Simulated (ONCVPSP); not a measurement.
**How hard is this Re ONCV potential?**

| Item | Value |
| --- | --- |
| Element | rhenium |
| Generator | ONCVPSP 4.0.1 |
| Type | optimised norm-conserving Vanderbilt (ONCV) |
| Functional | PBE |
| Relativity | scalar-relativistic |
| Frozen core | [Kr] 4d10 |
| Valence charge | 29 |
| Reference configuration | 4f14 5s2 5p6 5d5 (charge +2) |
| Partial waves | 5s: rc 1.15 bohr, ncon 5, nbas 10, qcut 5.6 1/bohr, 2 projectors, debl 3.5 Ha; 5p: rc 1.70 bohr, ncon 4, nbas 8, qcut 10.1 1/bohr, 2 projectors, debl 2.5 Ha; 5d: rc 2.50 bohr, ncon 4, nbas 9, qcut 6.6 1/bohr, 2 projectors, debl 3.1 Ha; 4f: rc 0.85 bohr, ncon 5, nbas 10, qcut 18.4 1/bohr, local |
| Local potential | the f channel |
| Core correction | none |

In the s channel the program set the typed energies aside and used -3.744, 0.250 Ha.

Question: For each optimised wave give the share of its norm inside rc, the residual kinetic energy above qcut (Ha) and the cutoffs (Ha) for errors of 10, 1, 0.1 and 0.01 mHa per electron.

Answer:

```json
{"wave": "5s", "norm inside rc": "0.666", "residual KE": "6.6e-02", "10 mHa": "73.1", "1 mHa": "207.4", "0.1 mHa": "235.3", "0.01 mHa": "258.2"}
{"wave": "s projector 2", "norm inside rc": "0.027", "residual KE": "1.2e-02", "10 mHa": "16.3", "1 mHa": "42.8", "0.1 mHa": "164.1", "0.01 mHa": "278.5"}
{"wave": "5p", "norm inside rc": "0.883", "residual KE": "2.0e-08", "10 mHa": "18.9", "1 mHa": "27.4", "0.1 mHa": "33.5", "0.01 mHa": "38.5"}
{"wave": "p projector 2", "norm inside rc": "0.042", "residual KE": "5.4e-09", "10 mHa": "8.0", "1 mHa": "23.6", "0.1 mHa": "31.6", "0.01 mHa": "37.6"}
{"wave": "5d", "norm inside rc": "0.850", "residual KE": "6.6e-08", "10 mHa": "10.8", "1 mHa": "13.8", "0.1 mHa": "16.3", "0.01 mHa": "18.4"}
{"wave": "d projector 2", "norm inside rc": "0.148", "residual KE": "9.1e-07", "10 mHa": "12.1", "1 mHa": "15.2", "0.1 mHa": "17.7", "0.01 mHa": "19.6"}
{"wave": "4f", "norm inside rc": "0.851", "residual KE": "1.6e-03", "10 mHa": "152.5", "1 mHa": "205.3", "0.1 mHa": "554.0", "0.01 mHa": "615.4"}
```

The occupied waves need 207 Ha and 554 Ha for 1 and 0.1 mHa. Note: ghosts flagged at negative energy: s at -969.4 eV, p at -458.7 eV, d at -872.3 eV; no localised positive-energy state flagged. A true bound ghost makes a file unfit for plane-wave use.
